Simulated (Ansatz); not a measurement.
Cost and result up the ladder for the cluster Li₈Sn (9 atoms). Total charge 0; singlet. Geometry: PBE0-D4/def2-SVP.

```xyz
9

Li    0.004   -0.632    2.573
Li   -0.716   -3.325    1.164
Li    2.304    2.725   -0.132
Li   -0.672   -2.319   -2.433
Li    0.105    0.804   -1.913
Li   -1.514   -0.606    0.007
Li    1.111   -1.249   -0.143
Li   -1.019    3.310    0.102
Sn    0.397    1.292    0.775
```

Ansatz on 4 threads of Arm Neoverse V1 on a shared host. Times are rough, and most runs start from the orbitals of an earlier one. No level here is sound enough to serve as a yardstick. Binding counts from free atoms at the same level (Li doublet, Sn triplet; other spins of the atoms weren't run), without zero-point energy or a counterpoise term.

In the def2 sets Sn takes a core potential; there is no spin–orbit coupling. HSE06 is defined as in plane-wave codes, on full-range PBE exchange. Correlated methods freeze 4 core orbitals; core or outer-core shells of Li, Sn are correlated, in sets that lack core-valence functions. Another isomer (singlet) lies 0.20 eV lower at PBE0-D4/def2-TZVP; other spin states weren't run for this one.

Correlated methods converge slowly with the basis.

| level | functions | wall time | binding energy per atom (eV) | remarks |
| --- | --- | --- | --- | --- |
| PBE-D4/def2-TZVP (with forces) | 162 | 2.5 s | 1.24 | restricted SCF unstable in HF |
| PBE0-D4/def2-TZVP | 162 | 2.8 s | 1.21 | restricted SCF unstable in HF |
| HSE06-D4/def2-TZVP | 162 | 2.8 s | 1.22 | restricted SCF unstable in HF |
| CAM-B3LYP-D4/def2-TZVP | 162 | 3.6 s | 1.15 | restricted SCF unstable in HF |
| r2SCAN-D4/def2-TZVP | 162 | 4.9 s | 1.23 | restricted SCF unstable in HF |
| CCSD(T)/def2-TZVPP | 202 | 2.6 min | 1.23 | restricted SCF unstable |
